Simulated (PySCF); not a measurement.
(E)-1-chloro-1-fluoroprop-1-ene (C₃H₄ClF), SMILES C(=C/C)(/F)Cl. Heavy atoms are numbered as in [CH3:1]/[CH:2]=[C:3](\[F:4])[Cl:5]. Hydrogens are named by the atom that carries them.

Geometry optimised at B3LYP-D3(BJ)/def2-SVP.

The numbers are results of B3LYP/pcSseg-1 (PySCF), not measurements.

GIAO shieldings, no solvent; atoms alike by connectivity are averaged. δ = σ(ref) − σ: ¹³C against TMS (σ = 181.3 ppm); ¹⁹F against CFCl3 (σ = 161.7 ppm); ³⁵Cl against HCl (σ = 933.3 ppm); ¹H against TMS (σ = 31.68 ppm), references at their B3LYP-D3(BJ)/def2-TZVP geometries, non-relativistic (without spin–orbit terms, shifts of atoms bonded to Cl or Br come out too high).

Computed chemical shifts:
```json
[
 {"nucleus": "¹³C", "atoms": "C3", "count": "1", "δ (ppm)": "164.3"},
 {"nucleus": "¹³C", "atoms": "C2 (CH)", "count": "1", "δ (ppm)": "111.9"},
 {"nucleus": "¹³C", "atoms": "C1 (CH3)", "count": "1", "δ (ppm)": "15.5"},
 {"nucleus": "¹⁹F", "atoms": "F4", "count": "1", "δ (ppm)": "-86.3"},
 {"nucleus": "³⁵Cl", "atoms": "Cl5", "count": "1", "δ (ppm)": "278.9"},
 {"nucleus": "¹H", "atoms": "H on C2", "count": "1", "δ (ppm)": "5.06"},
 {"nucleus": "¹H", "atoms": "H on C1", "count": "3", "δ (ppm)": "2.12"}
]
```
